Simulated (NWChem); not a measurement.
# SnSiH₃F, singlet; SMILES [F][Sn][SiH3]

Low-valent species are run as closed-shell singlets; no triplet was tried in these runs. def2 effective core potentials on Sn; no spin-orbit coupling.

**Question.** Give the equilibrium geometry at PBE0/def2-SVP with def2 effective core potentials on Sn (NWChem) as a Z-matrix, with the point group.

**Answer.** point group Cs; any orientation.
```
Si
H 1 1.4997
H 1 1.4998 2 107.59
H 1 1.5004 2 107.68 3 -115.80
Sn 1 2.6871 2 109.74 3 119.25
F 5 1.9657 1 89.94 2 -58.86
```
